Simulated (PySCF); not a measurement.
Isomers of C3H12Si3, mass 132.025 u with the commonest isotopes. Method: PBE0-D3(BJ)/def2-SVP geometry optimisation, gas phase (PySCF 2.14.0). One conformer each, none proved a minimum here; rigid rotors.

Question: Order these by radius of gyration √(Σ m r²/M), smallest first.
A. `[CH2:1]1[SiH2:2][CH2:3][SiH2:4][CH2:5][SiH2:6]1` with Si6–C1–Si2–C3 55°, C1–Si2–C3–Si4 -54°, Si2–C3–Si4–C5 55°, C3–Si4–C5–Si6 -55°
B. `[SiH3:1][SiH2:2][SiH2:3][CH:4]1[CH2:5][CH2:6]1` with Si1–Si2–Si3–C4 78°, Si2–Si3–C4–C5 44°
C. `[CH2:1]=[CH:2][CH2:3][SiH:4]([SiH3:5])[SiH3:6]` with C1–C2–C3–Si4 104°, C2–C3–Si4–Si5 -174°
D. `C=CC([SiH3])([SiH3])[SiH3]`

Answer: A (1.929 Å), D (1.952 Å), B (2.205 Å), C (2.253 Å).

Question: Order these by out-of-plane moment Σ m c² = (Ia + Ib − Ic)/2, largest first.
A. `[SiH3:1][SiH2:2][SiH2:3][CH:4]1[CH2:5][CH2:6]1` with Si1–Si2–Si3–C4 78°, Si2–Si3–C4–C5 44°
B. `C=CC([SiH3])([SiH3])[SiH3]`
C. `[CH2:1]=[CH:2][CH2:3][SiH:4]([SiH3:5])[SiH3:6]` with C1–C2–C3–Si4 104°, C2–C3–Si4–Si5 -174°
D. `[CH2:1]1[SiH2:2][CH2:3][SiH2:4][CH2:5][SiH2:6]1` with Si6–C1–Si2–C3 55°, C1–Si2–C3–Si4 -54°, Si2–C3–Si4–C5 55°, C3–Si4–C5–Si6 -55°

Answer: B (141.47 u·Å²), A (58.30 u·Å²), C (31.84 u·Å²), D (23.58 u·Å²).

Question: Order these by rotational constant B, largest first.
A. `C([SiH3])([SiH3])(C=C)[SiH3]`
B. `[SiH3:1][SiH2:2][SiH2:3][CH:4]1[CH2:5][CH2:6]1` with Si1–Si2–Si3–C4 78°, Si2–Si3–C4–C5 44°
C. `[CH2:1]1[SiH2:2][CH2:3][SiH2:4][CH2:5][SiH2:6]1` with Si6–C1–Si2–C3 55°, C1–Si2–C3–Si4 -54°, Si2–C3–Si4–C5 55°, C3–Si4–C5–Si6 -55°
D. `[CH2:1]=[CH:2][CH2:3][SiH:4]([SiH3:5])[SiH3:6]` with C1–C2–C3–Si4 104°, C2–C3–Si4–Si5 -174°

Answer: C (1960 MHz), A (1478 MHz), D (1066 MHz), B (1008 MHz).

| SMILES | point group | Ia (u·Å²) | Ib (u·Å²) | Ic (u·Å²) | κ | μa (D) | μb (D) | μc (D) |
| --- | --- | --- | --- | --- | --- | --- | --- | --- |
| C=CC([SiH3])([SiH3])[SiH3] | Cs | 302.62 | 341.94 | 361.62 | -0.41 | 0.25 | 0.00 | 0.43 |
| [SiH3][SiH2][SiH2]C1CC1 | C1 | 198.46 | 501.46 | 583.32 | -0.83 | 0.93 | 0.54 | 0.00 |
| C1[SiH2]C[SiH2]C[SiH2]1 | C3v | 257.28 | 257.81 | 467.94 | 0.99 | 0.00 | 0.00 | 1.23 |
| C=CC[SiH]([SiH3])[SiH3] | C1 | 227.95 | 474.09 | 638.35 | -0.62 | 0.39 | 0.67 | 0.09 |
